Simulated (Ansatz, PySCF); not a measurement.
The pair A = H2 (SMILES [H][H]) (first 2 atoms), B = C4H6 (SMILES C=CC=C); geometry from B3LYP-D3(BJ)/def2-TZVP.
(charge 0, multiplicity 1):
| atom | x (Å) | y (Å) | z (Å) |
|---|---|---|---|
| H | -0.3978 | -0.7720 | -0.1385 |
| H | -0.3146 | -0.3297 | 0.4548 |
| C | 0.9178 | 1.5270 | 2.6492 |
| C | 0.0083 | 0.8175 | 3.3196 |
| C | 0.1371 | -0.5963 | 3.6224 |
| C | -0.7762 | -1.3066 | 4.2861 |
| H | 1.8317 | 1.0716 | 2.2856 |
| H | 0.7788 | 2.5796 | 2.4435 |
| H | -0.8979 | 1.3045 | 3.6693 |
| H | 1.0429 | -1.0837 | 3.2725 |
| H | -0.6399 | -2.3603 | 4.4883 |
| H | -1.6909 | -0.8510 | 4.6475 |

Frozen-core correlation.

Programs: Ansatz (a quantum-chemistry and plane-wave program) with Gaussian orbitals; PySCF for the dispersion terms. Values without a source in brackets are computed.

The monomers are drawn apart, rigid, along the line of their centres of mass. Counterpoise-corrected interaction energies (kcal/mol):

```csv
level,R = 4.644 Å,R = 5.886 Å
PBE/def2-TZVPPD,-0.1481,-0.0304
PBE-D3(BJ)/def2-TZVPPD,-0.2811,-0.0657
wB97M-V/def2-TZVPPD,-0.2048,-0.0571
CCSD(T)/aug-cc-pVDZ,-0.1905,-0.0535
```

R is the distance of the centres of mass. Find the local exponent m of E ∝ R⁻ᵐ between the two points.


m = ln(E₁/E₂)/ln(R₂/R₁): PBE/def2-TZVPPD 6.7; PBE-D3(BJ)/def2-TZVPPD 6.1; wB97M-V/def2-TZVPPD 5.4; CCSD(T)/aug-cc-pVDZ 5.4. For scale, two fixed dipoles give m = 3, dipole and quadrupole 4, quadrupoles 5, and dispersion or dipole-induced dipole 6 at long range; at these distances several terms mix, and what is left of overlap and damping shifts m, so it need not match one of them.
